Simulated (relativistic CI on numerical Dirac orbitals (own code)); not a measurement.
## Ir²⁺: 4d photoemission

Computed with this model: Dirac-Coulomb-Breit CI, orbitals from a KLI potential per configuration, model QED (radiative potential, 1s self-energy scaled to tabulated hydrogen-like ionisation energies), valence Slater integrals scaled by 0.9, multiplet model of photoemission in the sudden approximation; configurations [Xe] 4f14 5d7 → [Kr] 4d9 4f14 5s2 5p6 5d7; 80 K; Lorentzian 3.5 eV and Gaussian 0.6 eV FWHM. Energies are those of the free ion, without screening or charge transfer. The energies are binding energies and can lie tens of eV above those of solids. S is read from ⟨S²⟩ = S(S + 1).

Field parameters in Wybourne normalisation: Oh B⁴₀ = 21Dq, B⁴₄ = √(5/14) B⁴₀; Td as Oh with Dq negative (B⁴₀ = 21Dq, B⁴₄ = √(5/14) B⁴₀). The field is a parameter set, without covalency.

Computed curve for Oh, 10Dq = 35700 cm⁻¹, scaled to 100 at the maximum (points under 2 are left out and the grid is thinned):

```json
{"Energy (eV)": "314.8", "Intensity": "2.0"}
{"Energy (eV)": "316.0", "Intensity": "2.4"}
{"Energy (eV)": "316.8", "Intensity": "2.7"}
{"Energy (eV)": "318.0", "Intensity": "3.4"}
{"Energy (eV)": "319.2", "Intensity": "4.2"}
{"Energy (eV)": "320.0", "Intensity": "5.0"}
{"Energy (eV)": "321.2", "Intensity": "6.6"}
{"Energy (eV)": "322.4", "Intensity": "9.2"}
{"Energy (eV)": "323.2", "Intensity": "11.9"}
{"Energy (eV)": "324.4", "Intensity": "18.7"}
{"Energy (eV)": "325.6", "Intensity": "32.8"}
{"Energy (eV)": "326.4", "Intensity": "50.3"}
{"Energy (eV)": "327.6", "Intensity": "88.6"}
{"Energy (eV)": "328.8", "Intensity": "94.9"}
{"Energy (eV)": "329.6", "Intensity": "72.0"}
{"Energy (eV)": "330.8", "Intensity": "41.6"}
{"Energy (eV)": "332.0", "Intensity": "25.7"}
{"Energy (eV)": "332.8", "Intensity": "19.9"}
{"Energy (eV)": "334.0", "Intensity": "14.7"}
{"Energy (eV)": "335.2", "Intensity": "11.4"}
{"Energy (eV)": "336.0", "Intensity": "10.0"}
{"Energy (eV)": "337.2", "Intensity": "9.1"}
{"Energy (eV)": "338.4", "Intensity": "9.5"}
{"Energy (eV)": "339.2", "Intensity": "10.6"}
{"Energy (eV)": "340.4", "Intensity": "14.3"}
{"Energy (eV)": "341.6", "Intensity": "22.8"}
{"Energy (eV)": "342.4", "Intensity": "33.8"}
{"Energy (eV)": "343.6", "Intensity": "59.5"}
{"Energy (eV)": "344.8", "Intensity": "66.5"}
{"Energy (eV)": "345.6", "Intensity": "50.3"}
{"Energy (eV)": "346.8", "Intensity": "27.5"}
{"Energy (eV)": "348.0", "Intensity": "16.1"}
{"Energy (eV)": "348.8", "Intensity": "12.0"}
{"Energy (eV)": "350.0", "Intensity": "8.3"}
{"Energy (eV)": "351.2", "Intensity": "5.9"}
{"Energy (eV)": "352.0", "Intensity": "4.8"}
{"Energy (eV)": "353.2", "Intensity": "3.6"}
{"Energy (eV)": "354.4", "Intensity": "2.9"}
{"Energy (eV)": "355.2", "Intensity": "2.5"}
{"Energy (eV)": "356.4", "Intensity": "2.0"}
```

The ground state has S = 0.56, and the centroid lies at 334.90 eV.
